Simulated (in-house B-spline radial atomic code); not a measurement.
Results of a calculation; reference values are marked as such.
## Sn ion on Sb atom: potential, deflection and energy transfer

The pair potential comes from two frozen, spherical free-atom densities (PBE, B-spline radial code, scalar-relativistic past argon): electrostatics plus the change in Thomas-Fermi kinetic and Dirac exchange energy where they overlap, the recipe behind the universal ZBL potential, which averages such potentials (from solid-state densities) over many pairs. It is written V = (Z1 Z2 e²/r) φ(r/a), with e² = 14.3996 eV·Å and a = 0.46850 Å/(Z1^0.23 + Z2^0.23); ZBL's fit is φ = 0.18175 e^(−3.1998x) + 0.50986 e^(−0.94229x) + 0.28022 e^(−0.4029x) + 0.02817 e^(−0.20162x). Where φ falls below 4e-4 it is continued as an exponential.

Masses 118.71 and 121.76 u.

```json
{"x = r/a": "0.1", "φ, this pair": "0.8865", "φ, ZBL": "0.8928"}
{"x = r/a": "0.5", "φ, this pair": "0.6091", "φ, ZBL": "0.6096"}
{"x = r/a": "1.5", "φ, this pair": "0.298", "φ, ZBL": "0.2995"}
{"x = r/a": "3", "φ, this pair": "0.1298", "φ, ZBL": "0.1292"}
{"x = r/a": "5", "φ, this pair": "0.05362", "φ, ZBL": "0.05224"}
{"x = r/a": "8", "φ, this pair": "0.01741", "φ, ZBL": "0.01705"}
{"x = r/a": "12", "φ, this pair": "0.00504", "φ, ZBL": "0.00474"}
{"x = r/a": "17", "φ, this pair": "0.001322", "φ, ZBL": "0.001212"}
```

Task: At x = 2 the electrostatic, kinetic and exchange parts are 20778.7, 22583.74 and -748.45 eV. Find r, V and φ.

Result: a = 0.46850/(2.4590 + 2.4703) = 0.09504 Å, so r = 0.19009 Å. V = 20778.7 + 22583.74 + (-748.45) = 42613.99 eV. The bare repulsion is 50 × 51 × 14.3996/0.19009 = 193170 eV, so φ = 0.2206, -0.5 % against ZBL's 0.2218. The kinetic (Pauli) term is 53 % of V here.

Task: The ion comes in at 7.63 keV with impact parameter 0.4752 Å. The scattering integral gives a centre-of-mass angle of 54.11° and a closest approach of 6.62 a. What are the reduced energy, the energy passed on and the laboratory angles?

Result: ε = E a M2/(Z1 Z2 e² (M1 + M2)) = 7630 × 1.3106e-06 = 0.01. The most that one collision can pass on is γE with γ = 4 M1 M2/(M1 + M2)² = 0.9998. Here T = γE sin²(θ/2) = 0.9998 × 7630 × 0.2069 = 1579 eV. The ion turns by arctan(sin θ/(cos θ + M1/M2)) = 27.4°, and the struck atom leaves at (180° − θ)/2 = 62.9°. The closest approach is 0.629 Å. With ZBL the angle would be 53.59° and T = 1550 eV.
